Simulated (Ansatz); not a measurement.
input.yaml

```yaml
crystal:
  periodic: [false, false, false]
  atoms:
    - { symbol: B, position_ang: [0.0, 0.0, 0.0] }
    - { symbol: "N", position_ang: [0.0, 0.0, 1.9] }
    - { symbol: H, position_ang: [-0.877, -0.2713, 2.43] }
    - { symbol: H, position_ang: [0.877, 0.2713, 2.43] }
    - { symbol: Cl, position_ang: [1.6108, 0.0, -0.93] }
    - { symbol: Cl, position_ang: [-1.6108, 0.0, -0.93] }
    - { symbol: F, position_ang: [-0.4713, 1.4633, 0.5108] }
    - { symbol: H, position_ang: [-0.3323, 1.0318, 1.5229] }
basis:
  gaussian: { orbitals: def2-SVP }
hamiltonian:
  xc: pbe
relax:
  f_tol: 0.15
  max_steps: 25
  restrain:
    - { distance: [0, 6], at: 1.32, k: 30.0 }
    - { distance: [7, 1], at: 1.06, k: 30.0 }
    - { distance: [0, 1], at: 2.75, k: 30.0 }
    - { distance: [7, 6], at: 2.12, k: 30.0 }
```

Launched with:

```bash
$ ansatz run input.yaml --threads 2 --pin off --max-ram 3072MiB --backend cpu --events-out ev --progress --plain --runs-dir out
```

Hardware: 2 threads of AMD EPYC 7R43 64-Core Processor (Zen 3), with other jobs on the host.

Q: Roughly how long does this run take, and how much memory?

A: 14 s, with a peak of 0.16 GiB, for 9 ionic steps.
